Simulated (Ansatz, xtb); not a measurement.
## Relative energy of two isomers of C3H7BrOSi

We compare X, `Br[C@@H]1CO[SiH2]C1`, a singlet, with Y, `C=CCO[SiH2]Br`, a singlet. Both are isolated molecules in the gas phase, relaxed with r2SCAN-D4/def2-SVP; the shapes shown needn't be the lowest conformers.

X (Å):

```yaml
atoms:
  - { symbol: C, position_ang: [1.2807, -2.2504, -1.1971] }
  - { symbol: C, position_ang: [2.1839, -1.0290, -1.0102] }
  - { symbol: C, position_ang: [-0.0380, -1.7582, -1.7969] }
  - { symbol: Br, position_ang: [0.9136, -3.0796, 0.5720] }
  - { symbol: O, position_ang: [1.4129, 0.0633, -0.5477] }
  - { symbol: Si, position_ang: [-0.2276, -0.0873, -0.9153] }
  - { symbol: H, position_ang: [1.7736, -3.0463, -1.7747] }
  - { symbol: H, position_ang: [2.6339, -0.7912, -1.9982] }
  - { symbol: H, position_ang: [3.0050, -1.2294, -0.3043] }
  - { symbol: H, position_ang: [-1.0703, -0.0780, 0.3109] }
  - { symbol: H, position_ang: [-0.6812, 1.0034, -1.8264] }
  - { symbol: H, position_ang: [-0.8510, -2.4905, -1.6961] }
  - { symbol: H, position_ang: [0.1163, -1.5730, -2.8772] }
```

Y (Å):

```yaml
atoms:
  - { symbol: C, position_ang: [-1.4895, -0.4477, -0.9708] }
  - { symbol: C, position_ang: [-0.1932, -0.4854, -1.2883] }
  - { symbol: C, position_ang: [0.6212, -1.7332, -1.4069] }
  - { symbol: Br, position_ang: [2.0965, -4.8569, 0.0169] }
  - { symbol: O, position_ang: [-0.1605, -2.8817, -1.1372] }
  - { symbol: Si, position_ang: [0.3505, -4.4424, -1.3173] }
  - { symbol: H, position_ang: [-2.0255, 0.5023, -0.8972] }
  - { symbol: H, position_ang: [-2.0423, -1.3704, -0.7738] }
  - { symbol: H, position_ang: [0.3626, 0.4413, -1.4828] }
  - { symbol: H, position_ang: [1.0606, -1.7913, -2.4258] }
  - { symbol: H, position_ang: [1.4781, -1.6851, -0.7039] }
  - { symbol: H, position_ang: [-0.7803, -5.3070, -0.9113] }
  - { symbol: H, position_ang: [0.8132, -4.7042, -2.7088] }
```

**Question.** Estimate which is lower in electronic energy at CCSD(T)/def2-SVP + ΔMP2/def2-TZVPP, and by roughly how much.

**Answer.** The CCSD(T)/def2-SVP + ΔMP2/def2-TZVPP calculation puts structure Y lower, by 10.4 kcal/mol.

Level by level:

```tsv
level	geometry	E(Y) − E(X) (kcal/mol)	departure from the last row (kcal/mol)	job, with rough time for the two
GFN2-xTB	GFN2-xTB	−11.1	−0.7	optimisation, 0.23 s
HF/STO-3G	GFN2-xTB	+20.8	+31.3	single point, 0.42 s
r2SCAN-D4/def2-SVP//GFN2-xTB	GFN2-xTB	−8.2	+2.3	single point, 3.7 s
r2SCAN-D4/def2-SVP	r2SCAN-D4/def2-SVP	−8.7	+1.8	optimisation, 78 s
HF/def2-SVP	r2SCAN-D4/def2-SVP	−18.3	−7.9	part of the CCSD(T) run
MP2/def2-SVP	r2SCAN-D4/def2-SVP	−9.6	+0.8	part of the CCSD(T) run
CCSD(T)/def2-SVP	r2SCAN-D4/def2-SVP	−11.7	−1.3	single point
CCSD(T)/def2-SVP + ΔMP2/def2-TZVPP	r2SCAN-D4/def2-SVP	−10.4		single point, 76 s
```

As drawn, Y has 1 C=C, 1 Br–Si in place of 1 C–Br, 1 C–C, 1 C–Si. Structure X has a 5-membered ring, Y no ring.

HF/STO-3G puts the two in the other order. The largest departure from CCSD(T)/def2-SVP + ΔMP2/def2-TZVPP is that of HF/STO-3G, 31.3 kcal/mol. The last row adds to CCSD(T) the change of the MP2 difference between the two basis sets, here +1.3 kcal/mol.

With thermal terms from frequencies at re-optimised GFN2-xTB minima (ideal gas, soft modes damped towards free rotors, one conformer each, 298.15 K, 1 atm): the zero-point term adds −1.4 kcal/mol; ΔH is −10.8 and ΔG −13.5 kcal/mol.

The correlated steps freeze 18 core orbitals; the filled d shell of Br is correlated, in a basis made for valence electrons. Mirror images aren't counted in ΔG. Run with Ansatz 0.2.0, xtb 6.7.1; the last row on 4 threads of Arm Neoverse V1 on a shared host.
